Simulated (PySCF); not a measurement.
Geometry (Å), atoms numbered from 1 in this order:
```xyz
20

C    -2.5239   -0.1093    1.1908
C    -1.4571   -0.2511    0.1066
C    -1.6753    0.7257   -1.0496
Si    0.2950   -0.0600    0.8176
Si    1.9583   -0.5847   -0.7425
O     1.5669    0.2438   -2.1506
P     4.0570   -0.0306   -0.0696
H    -2.4972    0.8935    1.6489
H    -2.3973   -0.8469    1.9984
H    -3.5337   -0.2470    0.7680
H    -1.4987   -1.2820   -0.2927
H    -0.9025    0.6259   -1.8270
H    -2.6605    0.5652   -1.5189
H    -1.6503    1.7690   -0.6929
H     0.5139    1.3498    1.2821
H     0.5009   -0.9621    1.9988
H     2.0254   -2.0648   -0.9958
H     2.1657    0.1219   -2.8947
H     4.0014   -0.9222    1.0468
H     3.6494    1.1098    0.6884
```

Geometry: PBE0-D3(BJ)/def2-SVP; GIAO absolute shieldings from PySCF, gas phase, non-relativistic, averaged over equivalent atoms.

At HF/pcSseg-1 (205 basis functions, 49 s wall time on 1 thread of an Intel Xeon, shared host):
```
      atoms  σ (ppm)
         C1    169.7
         C3    172.4
         C2    182.5
        Si5    392.9
        Si4    435.4
         O6    330.5
         P7    595.7
        H17    26.74
        H15    28.31
        H16    28.37
    H19/H20    30.17
H12/H13/H14    30.37
  H8/H9/H10    30.54
        H18    30.68
        H11    31.19
```

Question: Estimate the result of repeating the calculation with PBE0/pcSseg-1.

Answer: 
```json
{"atoms": "C1", "σ at PBE0/pcSseg-1": "161.1", "change": "-8.6"}
{"atoms": "C3", "σ at PBE0/pcSseg-1": "163.6", "change": "-8.8"}
{"atoms": "C2", "σ at PBE0/pcSseg-1": "169.7", "change": "-12.8"}
{"atoms": "Si5", "σ at PBE0/pcSseg-1": "344.1", "change": "-48.8"}
{"atoms": "Si4", "σ at PBE0/pcSseg-1": "400.7", "change": "-34.7"}
{"atoms": "O6", "σ at PBE0/pcSseg-1": "317.1", "change": "-13.4"}
{"atoms": "P7", "σ at PBE0/pcSseg-1": "566.2", "change": "-29.5"}
{"atoms": "H17", "σ at PBE0/pcSseg-1": "25.50", "change": "-1.24"}
{"atoms": "H15", "σ at PBE0/pcSseg-1": "27.64", "change": "-0.67"}
{"atoms": "H16", "σ at PBE0/pcSseg-1": "27.64", "change": "-0.73"}
{"atoms": "H19/H20", "σ at PBE0/pcSseg-1": "29.57", "change": "-0.60"}
{"atoms": "H12/H13/H14", "σ at PBE0/pcSseg-1": "29.93", "change": "-0.44"}
{"atoms": "H8/H9/H10", "σ at PBE0/pcSseg-1": "30.10", "change": "-0.44"}
{"atoms": "H18", "σ at PBE0/pcSseg-1": "30.83", "change": "+0.15"}
{"atoms": "H11", "σ at PBE0/pcSseg-1": "30.21", "change": "-0.98"}
```

The largest change is at Si5 (silicon bonded to O, P, Si, H). Cost: 205 basis functions, 110 s wall time on 1 thread of an Intel Xeon, shared host. The order of the carbon signals is the same at both levels.
